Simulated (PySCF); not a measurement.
# Molecular orbitals of MgBr⁺

PBE at R = 2.284 Å; PySCF, spin-free X2C with a Gaussian nucleus, basis sets Mg x2c-SVPall, Br x2c-SVPall. State: ¹Σ⁺ (singlet), closed shell. Only the outer orbitals are listed, counted within each symmetry.

```csv
orbital,occ.,ε (eV),on Mg (%),main shells (%)
4π,2,-56.70,100,100 Mg p
4π,2,-56.70,100,100 Mg p
9σ,2,-56.69,100,100 Mg p
10σ,2,-24.51,4,95 Br s
11σ,2,-13.83,28,"70 Br p, 24 Mg s"
5π,2,-12.06,9,91 Br p
5π,2,-12.06,9,91 Br p
12σ,0,-10.32,86,"68 Mg s, 18 Mg p, 15 Br p"
6π,0,-6.70,94,93 Mg p
6π,0,-6.70,94,93 Mg p
```

Problem. Which are the highest filled and the lowest empty level, where do they sit, and how wide is the gap?

Solution. Highest filled 5π at -12.06 eV (in %: 91 Br p); lowest empty 12σ at -10.32 eV (in %: 68 Mg s, 18 Mg p, 15 Br p); the gap at PBE is 1.74 eV.

| Quantity | Value |
| --- | --- |
| bond order (Mayer) | 1.53 |
| ⟨S²⟩ | 0.000 |
| charge on Mg (Mulliken, basis-dependent) | 1.01 |
| charge on Mg (Löwdin, basis-dependent) | 0.66 |
| dipole moment (positive dipole points towards Br; it is taken about the centre of mass and depends on that origin) | -11.27 D |
| polarisability along the bond | 54.9 bohr³ |
| polarisability across the bond | 27.9 bohr³ |
